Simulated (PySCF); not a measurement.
B(H)(OEt)(NH2) (C2H8BNO), SMILES C(OBN)C. The structure is a stationary point at PBE-D3(BJ)/def2-SVP. This is a generated structure with no PubChem entry under its InChIKey; it may be hypothetical. Other conformers were not sampled.

**Question.** Give the equilibrium geometry at PBE-D3(BJ)/def2-SVP (PySCF confirms it by a frequency run) as Cartesian coordinates in Å. (An estimate is asked for; the answer gives what the named calculation found.)

**Answer.** One answer among several that fit: 
```xyz
13

B     -0.3552     0.7524     0.8918
H     -1.0548     0.0643     1.6232
O      0.4994     0.1809    -0.0200
C      0.5514    -1.2263    -0.2028
C     -0.2074    -1.6494    -1.4532
H      1.6227    -1.5125    -0.2905
H      0.1425    -1.7484     0.6927
H      0.1797    -1.1154    -2.3444
H     -0.1017    -2.7398    -1.6271
H     -1.2876    -1.4167    -1.3570
N     -0.4164     2.1574     0.9847
H     -1.0151     2.6387     1.6511
H      0.1459     2.7729     0.3964
```
